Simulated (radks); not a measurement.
Values are calculated unless marked as measured or tabulated.
The mean radii <r> (bohr) of the occupied orbitals of an atom or ion are listed with their occupations. Code: a radial shooting solver on a logarithmic mesh with Libxc functionals. Model: Dirac Kohn-Sham, PBE, spin-unpolarised, spherical densities, point nucleus.

orbital  occ.      <r>
1s1/2       2  0.01803
2s1/2       2  0.07557
2p1/2       2  0.06246
2p3/2       4  0.07054
3s1/2       2   0.1969
3p1/2       2   0.1870
3p3/2       4   0.2019
3d3/2       4   0.1765
3d5/2       6   0.1811
4s1/2       2   0.4404
4p1/2       2   0.4450
4p3/2       4   0.4784
4d3/2       4   0.4933
4d5/2       6   0.5047
5s1/2       2    1.024
5p1/2       2    1.111
4f5/2       6   0.5726
5p3/2       4    1.198
4f7/2       8   0.5810
5d3/2       2    1.515

Name the element and its charge. Open shells, if any, fill j = l - 1/2 first.

Answer. Z = 75, rhenium, charge +5: Re5+ in [Xe] 4f14 5d2. The 1s radius gives Z: for a bare nucleus <r> = (2 gamma + 1)/(2Z) with gamma = sqrt(1 - (Z/c)^2), 0.01783 bohr for Z = 75, and screening makes it slightly larger (0.01803 here). The occupations add up to 70, and the charge is Z minus that.
